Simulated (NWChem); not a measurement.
Species: CH₄CdO; SMILES [CH3][Cd][OH]

```xyz
7

Cd     0.0025     0.0271     0.0000
C     -0.0235    -2.0613     0.0000
H      0.4819    -2.4485    -0.8965
H     -1.0589    -2.4323     0.0065
H      0.4928    -2.4487     0.8902
O     -0.0848     1.9973     0.0000
H      0.7828     2.4155     0.0003
```
Atoms are numbered in this order, from 1.

All runs: NWChem. Structure relaxed at the PBE0/def2-SVP level. def2 effective core potentials on Cd; no spin-orbit coupling. Total energies compare along this basis series because the functional is fixed.

| level | basis functions | energy (Ha) | highest occupied level (eV) | orbital gap (eV) | dipole (D) |
|---|---|---|---|---|---|
| TPSS/def2-SVP | 79 | -283.3118 | -5.77 | 4.82 | 1.81 |
| TPSS/def2-SVPD | 109 | -283.3299 | -6.19 | 4.96 | 2.18 |
| TPSS/def2-TZVP | 126 | -283.4956 | -6.06 | 4.90 | 2.11 |
| TPSS/def2-TZVPP | 174 | -283.4997 | -6.07 | 4.92 | 2.05 |
